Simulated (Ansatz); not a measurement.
Ansatz (a program for electronic structure) input:

Ansatz 0.2 input:
```yaml
crystal:
  periodic: [false, false, false]
  atoms:
    - {symbol: B, position_ang: [-0.77657967, 0.03230627, -0.00413419]}
    - {symbol: N, position_ang: [0.60979542, -0.02536793, 0.00324630]}
    - {symbol: H, position_ang: [-1.39837774, -0.98543134, -0.02544751]}
    - {symbol: H, position_ang: [-1.31189213, 1.09818051, 0.01101914]}
    - {symbol: H, position_ang: [1.19719081, 0.79223349, 0.02089926]}
    - {symbol: H, position_ang: [1.12740949, -0.88893853, -0.00852404]}
basis:
  gaussian:
    orbitals: def2-TZVPD
hamiltonian:
  xc: {name: CAM-B3LYP}
total_charge: 1
magnetization: {spin_polarized: true, initial_magnetization: 1}
```

Predict the final energy.

-81.60867 Eh (CAM-B3LYP/def2-TZVPD). The basis has 110 functions.

This state (charge 1, doublet) is run at the relaxed geometry of the species with charge 0 and multiplicity 1.
